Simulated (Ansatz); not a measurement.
Ansatz (a first-principles code) input:

Ansatz 0.2 input:
```yaml
crystal:
  periodic: [false, false, false]
  atoms:
    - {symbol: N, position_ang: [-1.42088763, -0.94440523, -0.16861715]}
    - {symbol: Si, position_ang: [0.05666969, -0.03832571, 0.14132314]}
    - {symbol: O, position_ang: [0.49483363, 0.00101222, 1.63280172]}
    - {symbol: O, position_ang: [-0.12244984, 1.54734721, -0.49324270]}
    - {symbol: O, position_ang: [1.05665557, -0.71173795, -1.04751109]}
    - {symbol: H, position_ang: [-1.85006364, -0.78365307, -1.07086802]}
    - {symbol: H, position_ang: [-2.11473078, -0.81865914, 0.55545737]}
    - {symbol: H, position_ang: [-0.04869833, 2.13100823, 0.26791103]}
    - {symbol: H, position_ang: [1.73401561, -0.07427128, -1.28708785]}
basis:
  gaussian:
    orbitals: def2-TZVPD
hamiltonian:
  xc: {name: BLYP}
total_charge: -1
output: {forces: true}
```

Q: Predict the final energy.

A: -572.64054 Eh (BLYP/def2-TZVPD). The basis has 236 functions.

It need not be the lowest isomer of its formula. Whether it binds its extra electron was not tested at this geometry.
